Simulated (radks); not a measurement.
The numbers below are computed, except where a source is named.
How relativity changes the ionisation of the rhenium ion Re3+ ([Xe] 4f14 5d4) to Re4+ ([Xe] 4f14 5d3). Spin-unpolarised spherical Kohn-Sham, BLYP, point nucleus unless stated (finite: rms radius 5.3698 fm), a radial shooting solver on a logarithmic mesh with Libxc functionals. A level marked "c x" has the speed of light scaled by that factor and shares open shells by 2j + 1; other Dirac levels either fill j = l - 1/2 first or share by 2j + 1.

| level | E(Re3+) (hartree) | E(Re4+) (hartree) | IE (eV) | HOMO | <r> HOMO (bohr) |
|---|---|---|---|---|---|
| non-rel. | -15787.0538 | -15785.5737 | 40.276 | 5d | 1.659 |
| scalar-rel. | -16691.2568 | -16689.8130 | 39.289 | 5d | 1.687 |
| scalar-rel., finite nucleus | -16688.4606 | -16687.0167 | 39.289 | 5d | 1.687 |
| Dirac, 2j+1 shares | -16716.8195 | -16715.3766 | 39.265 | 5d5/2 | 1.707 |
| Dirac, low j first | -16716.9162 | -16715.4577 | 39.688 | 5d3/2 | 1.668 |
| Dirac, 2j+1 shares, finite nucleus | -16713.9962 | -16712.5531 | 39.266 | 5d5/2 | 1.707 |
| Dirac, c x 3 | -15876.6551 | -15875.1792 | 40.161 | 5d5/2 | 1.664 |
| Dirac, c x 5 | -15818.9883 | -15817.5097 | 40.235 | 5d5/2 | 1.661 |
| Dirac, c x 100 | -15787.1332 | -15785.6531 | 40.276 | 5d5/2 | 1.659 |

NIST Atomic Spectra Database: 39 eV (theoretical). The relativistic part of the total energy of Re3+ is -926.9 hartree (Dirac, 2j+1 shares, finite nucleus), 5.9 % of the non-relativistic value. Spin polarisation and multiplet splitting of open shells are left out at every level.

Beside tabulated values, note that relativity, absent from the non-relativistic runs, is large for the heavy elements, and spin-unpolarised runs miss the spin-polarisation part of the exchange energy of open shells.
